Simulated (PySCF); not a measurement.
Working out the ionisation energy of Ni⁺

Ni⁺ [Ar] 3d9 (2D) → Ni²⁺ [Ar] 3d8 (3F). Computed with PySCF 2.14 in cc-pVTZ-DK (7s6p4d2f1g, 68 functions), with the spin-free X2C one-electron Hamiltonian (Gaussian nucleus). Frozen: [Ar]. Energies in hartree (1 hartree = 27.21139 eV):

```tsv
part	Ni⁺ (lower)	Ni²⁺ (upper)
UHF	-1518.797433	-1518.246364
MP2 opposite-spin	-0.237959	-0.160015
MP2 same-spin	-0.136811	-0.096963
```

Q: What does Hartree-Fock give?

A: (-1518.246364) − (-1518.797433) = 0.551069 hartree = 14.995 eV.

Q: What do MP2 and SCS-MP2 (6/5 opposite-spin, 1/3 same-spin) give?

A: The opposite-spin parts differ by 2.121 eV and the same-spin parts by 1.084 eV. MP2: 14.995 + (2.121) + (1.084) = 18.200 eV. SCS-MP2: 14.995 + 1.2 × (2.121) + (1.084)/3 = 17.902 eV.

Reference: 18.169 eV (measured; NIST Atomic Spectra Database, ionization energies), between the lowest levels; spin-orbit coupling is absent from the calculation.

What remains against the reference includes basis incompleteness, the frozen core and correlation beyond second order.
